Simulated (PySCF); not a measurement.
## Bonding in (Cl2Al-mu-Cl)2

(Cl2Al-mu-Cl)2.
Cartesian coordinates in Å at the PBE0-D3(BJ)/def2-SVP level; atoms count from 1:
```
atom  x, y, z in Å
Al1    0.234    1.570   -0.069
Cl2    2.117    2.285   -0.590
Cl3   -1.391    2.799    0.357
Cl4    0.442   -0.011    1.559
Al5   -0.198   -1.590    0.048
Cl6   -2.085   -2.294    0.574
Cl7    1.415   -2.834   -0.381
Cl8   -0.396   -0.010   -1.582
```

Bond orders from the PBE0/pcSseg-1 (pcSseg-2 on Al) density (PySCF). One conformer (not necessarily the lowest) at the PBE0-D3(BJ)/def2-SVP geometry, without solvent, vibrations or thermal averaging.

Question: Set the Mayer orders of the bonds beside their lengths.

Answer: 
```
   bond  length (Å)  Mayer order
Al1–Cl2       2.081        1.121
Al1–Cl3       2.082        1.121
Al1–Cl4       2.279        0.601
Al1–Cl8       2.277        0.600
Cl4–Al5       2.277        0.600
Al5–Cl6       2.082        1.121
Al5–Cl7       2.082        1.121
Al5–Cl8       2.278        0.602
```

By pair of heavy elements: Al–Cl: lowest Al1–Cl8, Cl4–Al5, Al1–Cl4 and 1 more (0.600, 2.277 Å), highest Al1–Cl2, Al1–Cl3, Al5–Cl6 and 1 more (1.121, 2.081 Å). Bonds named together lie within 0.004.

Question: Sum the orders of all bonds at each heavy atom with more than one neighbour.

Answer: Al1 3.443, Cl4 1.201, Al5 3.444, Cl8 1.202. Orders between atoms that aren't bonded are not in these sums.

For a closed shell the Mayer order of atoms A and B is Σ (PS)μν (PS)νμ over the basis functions μ on A and ν on B, with P the density and S the overlap matrix.
